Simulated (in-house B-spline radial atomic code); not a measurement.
Excitations of Kr by several methods

Full response, energies in eV; labels give the largest channel, * marks a mixed state, a dash one above the method's threshold, and an imaginary frequency an unstable closed-shell reference. Computed with an all-electron radial atomic-structure program (B-spline basis): linear response of the closed shell [Ar] 3d10 4s2 4p6 with each method's own kernel (bare exchange for TDHF, static screening on G0W0 levels for BSE, the adiabatic kernel for functionals); scalar-relativistic (spin-free one-electron X2C), finite nucleus, no spin-orbit coupling, no double excitations, S, P, D and F terms only; shells from n = 2 respond. Only terms of natural parity with L up to 3 were computed.

```tsv
method	4p → 5s 3P	4p → 5s 1P	α (bohr³)
TDHF	10.160	10.530	16.44
BSE on G0W0@HF	10.751	11.022	15.32
LDA VWN5	8.893	8.993	18.07
PBE	8.675	8.828	18.14
PBE0	?	?	?
B3LYP (VWN-RPA)	9.065	9.203	17.71
CAM-B3LYP	9.306	9.473	17.46
LC-wPBE	9.755	9.991	16.99
wB97X	9.745	9.877	17.46
HSE06	9.348	9.550	17.44
BHandHLYP	9.661	9.844	17
BLYP	8.461	8.568	18.44
PBEsol	8.748	8.888	18.06
BP86	?	?	?
LDA exchange-only	-	-	19.29
B97-1	9.293	9.430	17.5
RPBE	8.572	8.724	18.17
OLYP	8.400	8.496	17.88
```

Problem. What does PBE0 give?

Solution. 4p → 5s 3P: 9.322; 4p → 5s 1P: 9.514; α: 17.36 (eV, bohr³).

Problem. What does BP86 give?

Solution. 4p → 5s 3P: 8.815; 4p → 5s 1P: 8.914; α: 18.15 (eV, bohr³).
